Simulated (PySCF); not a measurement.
An unknown is described by computed data only.

Formula: C6H10Cl2O.

- 1H NMR: chemical shifts (computed TMS as zero) by class: 4.27 (1 H), 3.73 (1 H), 3.67 (1 H), 3.40 (1 H), 3.18 (1 H), 3.18 (1 H), 2.30 (1 H), 2.24 (1 H), 1.52 (1 H), 1.04 (1 H) ppm [GIAO PBE0/pcSseg-1]
- NMR, other nuclei: isotropic shieldings of nuclei other than C and H, by class: 256 (1 O), 814 (1 Cl), 897 (1 Cl) ppm [GIAO PBE0/pcSseg-1]
- Rotational structure: rotational constants A, B, C: 3.622, 0.475, 0.437 GHz [GFN2-xTB]
- 13C NMR: chemical shifts (computed TMS as zero) by class: 81.7 (1 C), 77.6 (1 C), 59.5 (1 C), 51.8 (1 C), 38.4 (1 C), 33.8 (1 C) ppm [GIAO PBE0/pcSseg-1]
- Dipole: 0.65 D [PBE0/pcSseg-1]

Gas-phase values; electronic properties from PySCF, density fitting. Levels stand in brackets. One conformer (not necessarily the lowest) at the GFN2-xTB geometry, without solvent, vibrations or thermal averaging. NMR classes are plain means over equivalent atoms (diastereotopic ones count apart unless rotation or inversion swaps them), as if these changed places fast.

Problem. Give a SMILES that accounts for the data.

Solution. Numbering: `[Cl:1][CH2:2][C@@H:3]1[CH2:4][CH2:5][C@@H:6]([Cl:7])[CH2:8][O:9]1`. Its formula, C6H10Cl2O, gives 1 degree of unsaturation: 1 ring and 0 π bonds in the structure found. 6 carbons fall into 6 classes; from least to most shielded: ring sp3 carbon bound to oxygen [C3] (81.7 ppm), ring sp3 carbon bound to oxygen [C8] (77.6 ppm), sp3 C–Cl carbon [C6] (59.5 ppm), sp3 C–Cl carbon [C2] (51.8 ppm), ring CH2 carbon [C5] (38.4 ppm), ring CH2 carbon [C4] (33.8 ppm). Hydrogen classes from least to most shielded: 1 H on an sp3 carbon bound to oxygen, C8 (4.27 ppm), 1 H on an sp3 C–Cl carbon, C2 (3.73 ppm), 1 H on an sp3 C–Cl carbon, C6 (3.67 ppm), 1 H on an sp3 carbon bound to oxygen, C8 (3.40 ppm), 1 H on an sp3 carbon bound to oxygen, C3 (3.18 ppm), 1 H on an sp3 C–Cl carbon, C2 (3.18 ppm), 1 H on a ring CH2 carbon, C5 (2.30 ppm), 1 H on a ring CH2 carbon, C4 (2.24 ppm), 1 H on a ring CH2 carbon, C5 (1.52 ppm), 1 H on a ring CH2 carbon, C4 (1.04 ppm). The other shieldings belong to: 256 ppm, cyclic ether oxygen [O9]; 814 ppm, alkyl chlorine [Cl7]; 897 ppm, alkyl chlorine [Cl1]. The optimised geometry has point group C1 and is an asymmetric top. Structure: `ClC[C@H]1OC[C@H](Cl)CC1`. Computed isomers that give other values at the same levels: `C/C(=C\CCO)C(Cl)Cl` (13C chemical shifts (computed TMS as zero) by class: 139.4 (1 C), 139.1 (1 C), 88.8 (1 C), 68.1 (1 C), 38.6 (1 C), 18.2 (1 C) ppm). The assignments are read from this structure; whether some other isomer fits the data as well wasn't checked. The mirror image fits equally.
